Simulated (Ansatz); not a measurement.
Cost and result for the atomization energy of CH₇FGeSi (`C[SiH](F)[GeH3]`) (11 atoms, 10 bonds).

```xyz
11

C     1.2934    1.1778    0.0088
Si    0.5904   -0.5060    0.3608
F     1.4297   -1.6014   -0.4673
Ge   -1.6983   -0.6836   -0.2772
H     0.7634    1.9339    0.5948
H     2.3516    1.2184    0.2786
H     1.1955    1.4359   -1.0478
H     0.7487   -0.8427    1.8020
H    -2.5415    0.3199    0.5318
H    -1.8816   -0.3591   -1.7701
H    -2.2513   -2.0933   -0.0144
```

Total charge 0; spin multiplicity 1. Correlated methods include outer-core shells of Ge, which these sets cover unevenly. Scalar relativity is left out up to krypton. The structure was optimised at the PBE0-D4/def2-TZVP level. Program: Ansatz. All runs use 4 threads of an Intel Xeon Platinum 8259CL on a shared host. Times are those of one run each, without the atoms' runs, and a repeat can differ threefold. Electronic energies, without spin–orbit coupling; frozen cores. CCSD(T)/CBS adds CCSD(T) − MP2 in def2-TZVPP to the MP2 limit, and its time is that of the two runs behind it. T1 = 0.012. With those shells the extrapolation isn't a true limit. B3LYP takes the VWN-RPA correlation (the form of Gaussian; ORCA's B3LYP/G). HSE06 is the plane-wave form, built on full-range PBE exchange.

CCSD(T)/CBS is a level of theory with its own doubt, some kJ/mol a heavy atom from the limit and from the frozen cores, so smaller differences don't rank the functionals.

```csv
level,functions,wall time,atomization (kJ/mol),difference from CCSD(T)/CBS,per bond
LDA (SPW92)/def2-TZVPP,250,1.4 s,4086.5,420.3,42.0
PBE-D4/def2-TZVPP (with forces),250,3.1 s,3645.6,-20.6,-2.1
revPBE-D4/def2-TZVPP,250,3.2 s,3574.2,-92.0,-9.2
HSE06-D4/def2-TZVPP,250,3.9 s,3618.7,-47.5,-4.7
CAM-B3LYP-D4/def2-TZVPP,250,4.3 s,3662.3,-3.9,-0.4
r2SCAN-D4/def2-TZVPP (with forces),250,4.7 s,3657.7,-8.5,-0.8
r2SCANh-D4/def2-TZVPP,250,5 s,3642.2,-24.0,-2.4
B3LYP-D4/def2-TZVPP (with forces),250,5.5 s,3637.7,-28.5,-2.8
CCSD(T)/def2-SVP,113,7 s,3428.8,-237.4,-23.7
B97M-V/def2-TZVPP,250,9.5 s,3679.1,12.9,1.3
MP2/def2-QZVPP,483,27 s,3639.5,-26.7,-2.7
CCSD(T)/def2-TZVPP,250,2.1 min,3585.8,-80.4,-8.0
CCSD(T)/CBS(def2),–,2.6 min,3666.2,0.0,0.0
```

At CCSD(T), def2-SVP lies −237.4 kJ/mol from the extrapolated value and def2-TZVPP −80.3 kJ/mol: correlation converges slowly with the basis, and small sets miss more of it in the bonded molecule than in its fragments. In def2-TZVPP, CCSD(T) changes the Hartree–Fock value by +819.7 kJ/mol (the triples alone add +36.6 kJ/mol) and MP2 by +825.6 kJ/mol; breaking electron pairs costs correlation energy, which Hartree–Fock lacks. From r2SCAN to r2SCAN0 (25 % exact exchange), in def2-TZVPP and without D4, the atomization energy moves by −37.9 kJ/mol: exact exchange takes away binding that semilocal exchange gives to molecules.
